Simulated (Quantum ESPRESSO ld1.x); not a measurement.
Task: Isoelectronic series with 11 electrons, all held in the configuration [Ne] 3s1, which need not be the ground one along the series. Calculated with ld1.x of Quantum ESPRESSO 7.5: scalar-relativistic Kohn-Sham, LDA (Slater exchange, Perdew-Wang correlation), spin-polarised, spherical densities, point nucleus; open shells are filled with parallel spins first. Total energies (hartree) and orbital eigenvalues (eV) (* marks an orbital that is empty in some or all of the ions):

ion,E (hartree),3s down*,3s up,2p down
Mg+,-199.1719,-10.5265,-12.0001,-55.6506
Al2+,-240.8557,-22.6309,-24.5850,-90.1798
Si3+,-286.7076,-38.0978,-40.5091,-131.862
P4+,-336.7282,-56.7924,-59.6520,-180.563
S5+,-390.9216,-78.6523,-81.9568,-236.222
Cl6+,-449.2938,-103.645,-107.394,-298.804
Ar7+,-511.8521,-131.754,-135.947,-368.294
K8+,-578.6049,-162.970,-167.609,-444.682
Sc10+,-724.7326,-234.713,-240.249,-618.140
Ti11+,-804.1285,-275.243,-281.229,-715.214
V12+,-887.7614,-318.883,-325.322,-819.190
Cr13+,-975.6435,-365.640,-372.533,-930.076
Mn14+,-1067.7881,-415.520,-422.869,-1047.88
Fe15+,-1164.2092,-468.532,-476.339,-1172.61
Co16+,-1264.9214,-524.685,-532.951,-1304.28
Ni17+,-1369.9400,-583.988,-592.716,-1442.89
Cu18+,-1479.2812,-646.454,-655.644,-1588.47
Zn19+,-1592.9618,-712.092,-721.747,-1741.02
Ga20+,-1710.9995,-780.917,-791.037,-1900.56
Ge21+,-1833.4126,-852.940,-863.527,-2067.10

Estimate the row of Ca9+.

Result: E (hartree) -649.5617; 3s down* -197.290; 3s up -202.376; 2p down -527.963.
